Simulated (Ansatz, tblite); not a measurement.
Forces on TiO₃H₂ at its PBE0-D4/def2-SVP geometry. The state is a singlet with charge 0.

The xTB rows come from tblite. The structure holds one bond between oxygen atoms, so isomers without such links may lie far lower. The structure comes from a short search, and lower isomers may exist.

GFN1-xTB (tblite), largest force 2.25 eV/Å:

```xyz
6
positions Å, forces eV/Å
Ti   -0.156    0.023   -0.364   -0.707    0.546    0.309
O    -1.637    0.344    0.561    1.854    0.949   -0.836
O    -0.847    1.517    0.302   -0.282   -2.224   -0.136
O     1.258   -0.769    0.353   -1.089    0.699   -0.166
H     1.716   -0.888    1.189    0.046   -0.080   -0.211
H    -0.334   -0.228   -2.043    0.178    0.109    1.039
```

GFN2-xTB (tblite), largest force 1.36 eV/Å:

```
Ti -0.478 0.389 0.297
O 1.172 0.288 -0.618
O 0.084 -1.329 -0.262
O -0.894 0.553 -0.231
H 0.040 -0.050 -0.094
H 0.077 0.149 0.909
```

PBE0-D4/def2-TZVP (Ansatz), largest force 0.72 eV/Å:

```
Ti -0.129 0.028 -0.277
O -0.271 -0.062 0.119
O -0.027 0.294 0.035
O 0.536 -0.268 0.405
H -0.093 0.014 -0.207
H -0.016 -0.006 -0.075
```
